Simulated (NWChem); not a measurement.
Species: C2H7O cation; SMILES C[OH+]C

Task: Give the equilibrium geometry at B3LYP/6-31G* (spherical d) (NWChem) as a Z-matrix, with the point group.

Result: point group Cs; any orientation.
```
O
H 1 0.9803
C 1 1.4960 2 111.42
H 3 1.0883 1 105.20 2 -169.17
H 3 1.0889 4 111.31 1 -113.78
H 3 1.0909 4 112.52 5 -127.78
C 1 1.4960 2 111.42 3 133.23
H 7 1.0883 1 105.20 2 169.17
H 7 1.0889 8 111.31 1 113.78
H 7 1.0909 8 112.52 9 127.78
```
